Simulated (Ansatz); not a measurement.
Consider the ligand exchange at a Ge–S bond: `C[S][Ge][NH2]` + H–F → `[NH2][Ge][F]` + CH₃SH.

Program: Ansatz. Geometries: PBE0-D4/def2-TZVP. ΔE: electronic, gas phase. CCSD(T)/CBS is the MP2 limit (def2-TZVPP, def2-QZVPP) plus CCSD(T) − MP2 in def2-TZVPP, frozen cores. This one scheme is used for every species. Functionals use def2-TZVPP. B3LYP here is the variant with VWN-RPA as its local correlation; programs differ in this. For Ge outer-core shells are correlated without core-valence functions, which leaves a few kJ/mol of doubt a bond. Scalar relativity is left out up to krypton. Each species was taken in one conformer, which may not be the lowest.

(1) Is it downhill or uphill in electronic energy at CCSD(T)/CBS, and by how much? (Best estimate.)

(2) What do these levels give: B3LYP-D4, ωB97M-V, PBE, PBE0, SCS-MP2/def2-TZVPP, MP2/def2-QZVPP? (An estimate is asked.)

Largest T1 diagnostic among the species: 0.014.

## Answers

(1) The calculation gave: Downhill: ΔE = -0.18 eV.

(2) The calculation gave: B3LYP-D4 -0.28, ωB97M-V -0.33, PBE -0.25, PBE0 -0.22, SCS-MP2/def2-TZVPP -0.27, MP2/def2-QZVPP -0.13 eV.

The D4 term adds +0.12 eV with B3LYP and +0.06 eV with PBE0; it sums over pairs of atoms, weighted by their polarisabilities, and B3LYP, whose exchange is more repulsive, gets the larger term. In def2-TZVPP, CCSD(T) changes the Hartree–Fock value by +0.25 eV (the triples alone add +0.05 eV) and MP2 by +0.33 eV.
